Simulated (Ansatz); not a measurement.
Basis-set extrapolation for C₂H₅BClFSi (`FC1([SiH2]Cl)BC1`) (PBE0-D4/def2-TZVP geometry, frozen core, the Gaussian-basis code of Ansatz). Multiplicity 1, RHF reference.

```
                      def2-TZVPP   def2-QZVPP
                 HF  -951.283156  -951.313784
    MP2 correlation    -0.976389    -1.057315
CCSD(T) correlation    -1.071209      not run
```

Energies in hartree. Use E(X) = E(∞) + A·exp(−7.88·√X) for Hartree–Fock and E(X) = E(∞) + B·X^(−2.97) for correlation, with X = 3 and 4, and add CCSD(T) minus MP2 of the smaller set to the MP2 limit.

Problem. What is the CCSD(T) energy at the basis-set limit?

Solution. HF limit: -951.313784 + (-0.030628) × 0.13774 = -951.31800. MP2 limit: -1.057315 + (-0.080926) × 0.74074 = -1.11726. Higher-order term: -1.071209 − (-0.976389) = -0.09482. Total: -952.53008 hartree, 110.3 kcal/mol below CCSD(T)/def2-TZVPP.
